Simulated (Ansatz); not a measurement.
## Ansatz input wanted

SiSe has 2 atoms, charge 0, and is taken as a singlet.

```xyz
2

Si   -0.2380    2.4754    2.3000
Se   -1.4558    3.2496    0.7408
```

Settings wanted:

```
basis set              : def2-TZVPD
integral approximation : automatic
task                   : energy
method                 : DFT
functional             : revPBE0
dispersion             : D4
reference              : RKS
relativity             : none
accuracy               : medium
```

Task: Give an Ansatz 0.2.0 job that does this.

Result: One that was run (others would do as well):

in.yaml:
```yaml
crystal:
  periodic: [false, false, false]
  atoms:
    - {symbol: Si, position_ang: [-0.237980, 2.475350, 2.299980]}
    - {symbol: Se, position_ang: [-1.455840, 3.249560, 0.740810]}
basis:
  gaussian: {orbitals: def2-TZVPD}
hamiltonian: {xc: {name: revPBE0}, dispersion: d4}
```

```bash
$ ansatz run in.yaml --threads 1 --pin off --max-ram 2610MiB --events-out events.jsonl --progress --plain --runs-dir runs
```

Calculated total energy: -2690.84865 Eh.
